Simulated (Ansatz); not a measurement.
Relaxation of CH2BFO (6 atoms, charge 0, multiplicity 1), to a largest force component of 0.02 eV/Å in at most 50 steps.

Theory: UKS PBE0-D4/def2-SVPD in Ansatz 0.2.0.

```xyz
6
Properties=species:S:1:pos:R:3
O -0.713 1.111 -1.094
B -0.258 0.261 -0.231
C 0.282 -0.559 0.763
F 0.045 -1.909 0.906
H -0.655 -0.276 -1.192
H 0.903 -0.203 1.575
```

Problem. Where does it end, and by what steps?

Solution. The run converged. After 28 steps the energy has fallen by 3.433 eV; O1 moved furthest, 1.45 Å. Joined: O1–C3 (2.69 → 1.45 Å).

```
step  energy less start (eV)  largest force component (eV/Å)  accepted
   0                  0.0000                           3.843       yes
   1                 -0.5396                           2.362       yes
   2                 -0.9610                           2.390       yes
   3                 -1.2625                           2.482       yes
   4                 -1.1528                           7.063        no
   5                 -1.5079                           0.482       yes
   6                 -1.5559                           0.206       yes
   7                 -1.5677                           0.163       yes
   8                 -1.5732                           0.061       yes
   9                 -1.5781                           0.469       yes
  10                 -1.6108                           1.268       yes
  11                 -1.5969                           1.636        no
  12                 -1.6616                           0.694       yes
  13                 -1.7065                           0.209       yes
  14                 -1.7156                           0.590       yes
  15                 -1.6986                           1.067        no
  16                 -1.7487                           0.604       yes
  17                 -1.7931                           0.573       yes
  18                 -1.8586                           1.258       yes
  19                 -1.9105                           2.789       yes
  20                 -2.0889                           3.358       yes
  21                 -2.5289                           2.422       yes
  22                 -3.0493                           2.025       yes
  23                 -3.3180                           1.603       yes
  24                 -3.3432                           1.372       yes
  25                 -3.4238                           0.429       yes
  26                 -3.4327                           0.153       yes
  27                 -3.4332                           0.054       yes
  28                 -3.4333                           0.007       yes
```

```xyz
6
Properties=species:S:1:pos:R:3
O 0.417 0.607 -0.333
B -0.635 -0.180 -0.591
C 0.154 -0.386 0.686
F 1.120 -1.333 0.752
H -1.429 -0.324 -1.464
H -0.023 0.042 1.677
```

Time of the run: 47 s on 2 threads of Intel(R) Xeon(R) 6975P-C (Granite Rapids) (shared host), peak memory 0.29 GiB.
